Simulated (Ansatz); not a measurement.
The lowest singlet and triplet of CHBr (SMILES [CH]Br); geometries from B3LYP-D3(BJ)/def2-TZVP, each state relaxed from the structure named, with no frequency check.
Singlet (charge 0, multiplicity 1):
```xyz
3

C     -1.428     0.606     0.000
Br     0.303    -0.095     0.000
H     -2.033    -0.323     0.000
```
Triplet (charge 0, multiplicity 3):
```json
[
 {"atom": "C", "x (Å)": "-1.4461", "y (Å)": "0.3920", "z (Å)": "0.0000"},
 {"atom": "Br", "x (Å)": "0.3135", "y (Å)": "-0.0591", "z (Å)": "0.0000"},
 {"atom": "H", "x (Å)": "-2.2943", "y (Å)": "-0.2828", "z (Å)": "0.0000"}
]
```

A positive gap puts the triplet lower; no zero-point energy. R- takes a restricted singlet. U- takes an unrestricted singlet (broken symmetry where lower, unprojected). The triplet is unrestricted in single-reference levels. Active spaces average the two states.

Frozen-core correlation. Filled d and f shells under p-block atoms count as core.

Codes used: Ansatz (an electronic-structure program) with Gaussian orbitals. Each number belongs to the level named beside it.

Problem. What gap E(singlet) − E(triplet), adiabatic does U-CCSD/cc-pVQZ (spin-contaminated) give?

Solution. -2.1 kcal/mol

Problem. Predict the gap E(singlet) − E(triplet), adiabatic from FIC-MRCISD+Q on SA-CASSCF(2,2)/cc-pVTZ.

Solution. -4.0 kcal/mol

Problem. Estimate the gap E(singlet) − E(triplet), adiabatic that R-HF/cc-pVTZ returns for this input.

Solution. 17.1 kcal/mol

Doubts at one or more of the structures used: a restricted determinant that unrestricted orbitals would lower (R-HF/cc-pVTZ); T1 above 0.05 (U-CCSD/cc-pVQZ (spin-contaminated)).
